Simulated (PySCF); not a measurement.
Te(I)(GeH3) (GeH₃ITe), SMILES I[Te][GeH3].

Geometry: B3LYP-D3(BJ)/def2-SVP. This is a generated structure with no PubChem entry under its InChIKey; it may be hypothetical. The def2 effective core potentials stand for the cores of I, Te; spin–orbit coupling is left out.

These are PySCF with HF/def2-TZVPD values and carry that method's errors.

Isolated molecule, no solvent.

```json
{
 "total_energy": "-2640.82306 hartree",
 "point_group": "Cs",
 "highest_occupied_level": "-8.63 eV",
 "lowest_empty_level": "-0.06 eV",
 "orbital_gap": "8.57 eV",
 "dipole_moment": "2.12 D",
 "quadrupole, principal values (traceless, Buckingham form, about the centre of nuclear charge)": "-5.53, 1.29, 4.24 D·Å",
 "mean_static_polarisability": "112.1 bohr³ (16.61 Å³)",
 "polarisability_principal_values": "84.5, 108.2, 143.6 bohr³"
}
```
